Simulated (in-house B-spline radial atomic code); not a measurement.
Configurations of the caesium ion Cs²⁺, with energies counted from [Kr] 4d10 5s2 5p5. Computed with a radial B-spline atomic code at the basis-set limit: scalar-relativistic (X2C) CAM-B3LYP, spin-polarised, spherical fractional occupations, exact exchange averaged over the configuration, Fermi nucleus of rms radius 4.8041 fm. Shells without spins written out take the highest spin.

Occupations are held fixed; configurations that lie above the ionisation limit could autoionise.

```
                    configuration  E - E(ref) (eV)  highest orbital  its <r> (bohr)
            [Kr] 4d10 5s2 5p4 5d1           15.644            5d up           2.806
[Ar] 3d9 4s2 4p6 4d10 5s2 5p5 6p1           738.41            6p up           4.486
[Ar] 3d9 4s2 4p6 4d10 5s2 5p5 6d1           742.92            6d up            6.15
[Ar] 3d9 4s2 4p6 4d10 5s2 5p5 6f1           746.75            6f up           10.15
```

(1) Order these further configurations by energy, lowest first.
A. [Kr] 4d10 5s1 5p5 6s1
B. [Kr] 4d9 5s2 5p5 6f1
C. [Kr] 4d9 5s2 5p5 5f1
D. [Kr] 4d10 5s1 5p5 5f1

Answers

(1) A (31.767 eV), D (41.044 eV), C (93.241 eV), B (95.897 eV).
